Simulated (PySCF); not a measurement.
Computed shifts of a molecule C3H9ClOSi, PBE/pcSseg-1 (PySCF), GIAO, gas phase, atoms alike by connectivity averaged where their shifts nearly agree, in ppm (number of nuclei): ¹³C: 72.8 (1), 68.2 (1), 0.7 (1). ²⁹Si: 19.9 (1). ¹H: 5.48 (1), 3.69 (3), 3.52 (1), 3.38 (1), 0.80 (3). References: ¹³C against TMS (σ = 182.0 ppm); ¹⁷O against H2O (σ = 334.3 ppm); ²⁹Si against TMS (σ = 335.4 ppm); ³⁵Cl against HCl (σ = 936.5 ppm); ¹H against TMS (σ = 31.49 ppm), references at their B3LYP-D3(BJ)/def2-TZVP geometries, non-relativistic (without spin–orbit terms, shifts of atoms bonded to Cl or Br come out too high). The structure is a stationary point at B3LYP-D3(BJ)/def2-SVP. Other conformers were not sampled.

Task: Identify the compound among the candidates.
A. CC(C)[Si@@H](O)Cl
B. COC[Si@H](C)Cl
C. C[C@H](CCl)[SiH2]O
D. CCC[Si@@H](O)Cl

Result: B, COC[Si@H](C)Cl
